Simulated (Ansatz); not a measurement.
Ideal-gas functions of AlBFH$_{5}$Si (`F[B]([AlH2])[SiH3]`) at 600 K and 1 bar, from an Ansatz frequency run at PBE0-D4/def2-TZVP.

Molar mass 89.92 g/mol, point group C1 (symmetry number 1), electronic degeneracy 1, moments of inertia 93.224, 223.999, 303.911 u Å². Harmonic wavenumbers (cm⁻¹, unscaled): 29, 99, 104, 223, 227, 370, 381, 468, 578, 608, 729, 793, 886, 931, 934, 1254, 1897, 1905, 2193, 2196, 2214.

Use S(trans) = R[1.5 ln M + 2.5 ln T − 1.1517]; rotational temperatures θ = 24.2544 K / I; S(rot) = R[ln(√π/σ · √(T³/θAθBθC)) + 1.5]; for each mode x = 1.438777 ν̃/T, S = R[x/(eˣ − 1) − ln(1 − e⁻ˣ)] and H = RT x/(eˣ − 1); 1 cm⁻¹ = 0.0119627 kJ/mol; R = 8.31446 J/(mol·K).

**Question.** By hand: the entropy, in J/(mol·K).

**Answer.** Translation 179.5. Rotation: θ = 0.2602, 0.1083, 0.0798 K, giving 122.4. Vibration, mode by mode: 30.48, 20.29, 19.88, 13.62, 13.47, 9.58, 9.35, 7.78, 6.24, 5.88, 4.65, 4.12, 3.45, 3.17, 3.16, 1.72, 0.49, 0.49, 0.27, 0.27, 0.26, in all 158.6. Electronic 0.0. Sum 460.5 J/(mol·K).

**Question.** By hand: H − E and G − E in kJ/mol, counted from the electronic energy.

**Answer.** Zero-point energy ½ × 19019 × 0.0119627 = 113.8; thermal vibration 43.8; translation, rotation and pV give 4 RT = 20.0. H − E = 177.6 kJ/mol, and G − E = 177.6 − 600 × 460.5/1000 = -98.7 kJ/mol.

Vibration gives 34 % of the entropy, 70.7 J/(mol·K) of it from the modes under 150 cm⁻¹: soft modes count most, and the harmonic formula is weakest for them. The sum counts one conformer and one mirror image; others add a mixing term.
